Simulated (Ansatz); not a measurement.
Reactions of CH$_{3}$Br$_{2}$Ga (`[CH3][Ga]([Br])[Br]`).

Program: Ansatz. Geometries: PBE0-D4/def2-TZVP. ΔE: electronic, gas phase. CCSD(T)/CBS is the MP2 limit (def2-TZVPP, def2-QZVPP) plus CCSD(T) − MP2 in def2-TZVPP, frozen cores. This one scheme is used for every species. DFT in def2-TZVPP. For Br, Ga, Ge outer-core shells are correlated without core-valence functions, which leaves a few kJ/mol of doubt a bond. Scalar relativity is left out up to krypton. Each species was taken in one conformer, which may not be the lowest.

| reaction | B2PLYP (kJ/mol) | CCSD(T)/CBS(def2) (kJ/mol) |
| --- | --- | --- |
| `[CH3][Ga]([Br])[Br]` + `C=C=N` → `C=C=NC` + `[Br][GaH][Br]` | 64 | 71 |
| `[CH3][Ga]([Br])[Br]` + HBr → `[Br][Ga]([Br])[Br]` + CH₄ | -124 | -118 |
| `[CH3][Ga]([Br])[Br]` + `[BH2][GeH2][OH]` → `[BH2][GeH2][O]C` + `[Br][GaH][Br]` | 96 | 103 |
| `[CH3][Ga]([Br])[Br]` + dimethylamine → `C[N](C)[Ga]([Br])[Br]` + CH₄ | -49 | -53 |

Largest T1 diagnostic: 0.015, for `C=C=N`.
